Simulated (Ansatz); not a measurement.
`[NH2][V](=[O])([F])[Cl]` + HCl → `[NH2][V](=[O])([Cl])[Cl]` + H–F at 500 K and 1 bar (ligand exchange at a V–F bond).

Computed with Ansatz on PBE0-D4/def2-TZVP structures; ΔE is electronic, products minus reactants. CCSD(T)/CBS adds triple-zeta CCSD(T) − MP2 to the extrapolated MP2 energy (def2 sets, frozen cores). This one scheme is used for every species. For V outer-core shells are correlated without core-valence functions, which leaves a few kJ/mol of doubt a bond. Scalar relativity is left out up to krypton. Each species was taken in one conformer, which may not be the lowest.

| species | CCSD(T)/CBS energy (Eh) | H − E (kJ/mol) | S (J/(mol·K)) |
| --- | --- | --- | --- |
| `[NH2][V](=[O])([F])[Cl]` | -1634.26730 | 129.4 | 394.8 |
| HCl | -460.38127 | 32.5 | 201.9 |
| `[NH2][V](=[O])([Cl])[Cl]` | -1994.25563 | 128.3 | 407.9 |
| H–F | -100.39570 | 39.4 | 188.7 |

H − E and S are ideal-gas, rigid-rotor, harmonic terms from PBE0-D4/def2-TZVP, for one conformer and one mirror image of each species. 1 Eh = 2625.50 kJ/mol, R = 8.31446 J/(mol·K).

Question: By hand: ΔE, ΔH, ΔS and ΔG.

Answer: ΔE = (-1994.25563) + (-100.39570) − (-1634.26730) − (-460.38127) = -0.00276 Eh = -7.2 kJ/mol. Δ(H − E) = 128.3 + 39.4 − 129.4 − 32.5 = 5.8, so ΔH = -1.4 kJ/mol. ΔS = 407.9 + 188.7 − 394.8 − 201.9 = -0.1 J/(mol·K). ΔG = -1.4 − 500 × (-0.1)/1000 = -1.3 kJ/mol.

Question: By hand: the equilibrium constant, and the temperature at which ΔG would vanish if ΔH and ΔS stayed fixed.

Answer: log₁₀ K = −ΔG/(RT ln 10) = 0.1. ΔG = 0 at ΔH/ΔS = 14000 K, far beyond where these terms or the molecules hold.

The number of gas molecules stays the same, so ΔS is small and ΔH decides. The sign of ΔG lies within the doubt. A doubt of 5 kJ/mol in ΔE shifts log₁₀ K by 0.5 here. Other conformers and mirror images would add mixing entropy, several J/(mol·K) or more a flexible species. These are equilibria of isolated gas molecules and say nothing of rates. Largest T1 diagnostic: 0.032 (customary marks: 0.02 for closed shells, 0.045 for open ones).
